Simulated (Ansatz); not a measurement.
CH5FSiTe can be A, `F[SiH2]C[TeH]`, or B, `FC([SiH3])[TeH]`.

Program: Ansatz. Geometries: PBE0-D4/def2-TZVP. ΔE: electronic, gas phase. CCSD(T)/CBS is the MP2 limit (def2-TZVPP, def2-QZVPP) plus CCSD(T) − MP2 in def2-TZVPP, frozen cores. DFT in def2-TZVPP. B3LYP here is the variant with VWN-RPA as its local correlation; programs differ in this. def2 core potentials past Kr. For Te outer-core shells are correlated without core-valence functions, which leaves a few kJ/mol of doubt a bond. Each species was taken in one conformer, which may not be the lowest.

A:

```xyz
9

F     0.383   -0.857    1.712
Si    0.189    0.532    0.938
C     0.228    0.225   -0.891
Te   -1.266   -1.200   -1.499
H    -1.113    1.111    1.340
H     1.312    1.411    1.356
H     1.203   -0.102   -1.252
H    -0.040    1.147   -1.415
H    -0.896   -2.269   -0.289
```

B:

Z-matrix (Å, degrees):
```
C
Si 1 1.897
Te 1 2.152 2 108.8
F 1 1.384 2 111.1 3 -123.3
H 1 1.093 2 111.5 3 115.9
H 2 1.485 1 109.4 3 165.8
H 2 1.486 1 109.2 3 45.7
H 2 1.484 1 108.1 3 -74.0
H 3 1.659 1 94.0 2 148.9
```

(1) Which is lower in electronic energy at CCSD(T)/CBS, and by how much? (Best estimate.)

(2) Give E(B) − E(A) in kcal/mol with PBE0-D4, r2SCAN-D4, HF/def2-TZVPP, PBE-D4, B3LYP-D4, MP2/def2-TZVPP, B3LYP. (An estimate is asked.)

Largest T1 diagnostic: 0.012.

## Answers

(1) Ansatz gave: A, by 60.5 kcal/mol.

(2) The calculation gave: PBE0-D4 57.0, r2SCAN-D4 57.9, HF/def2-TZVPP 62.2, PBE-D4 53.9, B3LYP-D4 57.3, MP2/def2-TZVPP 62.7, B3LYP 57.3. None reverses the order clearly.

From PBE to PBE0 (25 % exact exchange), in def2-TZVPP and without D4, E(B) − E(A) moves by +3.1 kcal/mol.
